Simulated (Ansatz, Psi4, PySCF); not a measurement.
Pt, triplet (core potentials on Pt). Base run: R2SCAN/def2-SVPD (PySCF).

The PySCF input:
```python
from pyscf import gto, scf, dft

mol = gto.M(
    atom='''
Pt    0.000000    0.000000    0.000000
''',
    basis='def2-svpd',
    ecp={'Pt': 'def2-svpd'},
    charge=0,
    spin=2,
    verbose=3,
)

mf = dft.UKS(mol)
mf.xc = 'r2scan'
mf.kernel()
```

The same geometry, method and basis name were run in Ansatz (an electronic-structure program) and Psi4 and PySCF, at each program's defaults and at the settings that a row names. The base is PySCF at its defaults. Differences at the defaults can come from grids, fitting, cores and function types together. The rows with settings made alike still differ; the cause (another SCF solution, basis table, core potential or functional code) wasn't traced.

```json
[
 {"code and settings": "PySCF, defaults (exact integrals, its default grid, spherical functions)", "ΔE vs base (mEh)": "0.000", "basis functions": "35", "E (Eh)": "-119.30093", "SCF cycles": "26"},
 {"code and settings": "Psi4, defaults (density fitting with its default set, its default grid, spherical functions)", "ΔE vs base (mEh)": "-0.570", "basis functions": "35", "E (Eh)": "-119.30150", "SCF cycles": "14"},
 {"code and settings": "Ansatz, defaults (factorised integrals, its default grid, spherical functions)", "ΔE vs base (mEh)": "-0.615", "basis functions": "35", "E (Eh)": "-119.30155", "SCF cycles": "-"},
 {"code and settings": "PySCF, density fitting with def2-universal-jkfit", "ΔE vs base (mEh)": "-0.545", "basis functions": "35", "E (Eh)": "-119.30148", "SCF cycles": "44"},
 {"code and settings": "PySCF, fine grid", "ΔE vs base (mEh)": "-0.702", "basis functions": "35", "E (Eh)": "-119.30163", "SCF cycles": "19"},
 {"code and settings": "Psi4, exact integrals, spherical functions, fine grid", "ΔE vs base (mEh)": "-0.259", "basis functions": "35", "E (Eh)": "-119.30119", "SCF cycles": "15"},
 {"code and settings": "Ansatz, high accuracy", "ΔE vs base (mEh)": "-0.614", "basis functions": "35", "E (Eh)": "-119.30155", "SCF cycles": "-"}
]
```

Open shells are given as the SCF converged; they aren't shown to be the lowest states, and a large step between rows can be another state.
